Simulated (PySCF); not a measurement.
# How methods differ on the excitation energy of Au²⁺

Au²⁺ [Xe] 4f14 5d9 (2D) → Au²⁺ [Xe] 4f14 5d8 6s1 (4F), as a difference of total energies. Computed with PySCF 2.14 in x2c-TZVPPall (11s7p7d3f1g, 97 functions), with the spin-free X2C one-electron Hamiltonian (Gaussian nucleus). Correlated levels: valence: [Xe] 4f14 frozen; valence and next inner shell: [Kr] 4d10 4f14 frozen. The calculations carry no spin-orbit coupling.

| method | excitation energy (eV) |
| --- | --- |
| UHF | 3.828 |
| LDA | 4.107 |
| PBE | 3.946 |
| PBE0 | 4.091 |
| r2SCAN | 3.705 |
| PBEsol | 4.000 |
| r2SCAN0 | 3.875 |
| BLYP | 3.878 |
| MP2 (valence) | 4.368 |
| SCS-MP2 (valence) | 4.546 |
| MP2 (valence and next inner shell) | 4.179 |
| SCS-MP2 (valence and next inner shell) | 4.300 |

**Question.** How much does correlation contribute at MP2 (valence and next inner shell)?

**Answer.** 4.179 − (3.828) = 0.351 eV, measured against UHF.

A first-order spin-orbit estimate (lowest level to lowest level, LS coupling) adds -0.382 eV.

The basis was made for the ground configuration and has no added diffuse functions, so the excitation energy can come out too high.
